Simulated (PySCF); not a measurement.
## Correlation energy of Se (selenium, neutral)

[Ar] 3d10 4s1 4p5, high-spin 3P determinant (an excited configuration). All numbers are calculated (PySCF 2.14, the non-relativistic Hamiltonian (point nucleus), in def2-TZVPPD (7s6p5d1f, 57 functions)). Frozen: [Ar] 3d10; 6 electrons correlated.

```csv
level,correlation energy (mhartree)
CCSD,-186.46
(T),-23.18
CCSD(T),-209.64
```

Diagnostics: T1 = 0.031, D1 = 0.0666, largest double amplitude 0.228.

Is a single reference adequate?

Not fully. T1 exceeds 0.03, a sign that the reference determinant is poor. A double-excitation amplitude exceeds 0.15, a sign of near-degeneracy.
